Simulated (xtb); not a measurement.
xtb input:

```bash
xtb mol.xyz --gfn 2 --sp --chrg 0 --uhf 0
```
mol.xyz:
```
8

B     -0.92049891     0.12882452    -0.02652251
N      0.72102801    -0.10090842     0.02077512
H     -1.31712121    -0.63207209    -0.87706333
H     -1.06386077     1.29338918    -0.31449670
H     -1.30555189    -0.14538387     1.08533924
H      0.94651716    -1.06267980     0.25797112
H      1.15235918     0.50227379     0.71520736
H      1.14295601     0.10670910    -0.87977095
```

Q: Which total energy does the run end on?

A: -7.20157 Eh (GFN2-xTB).
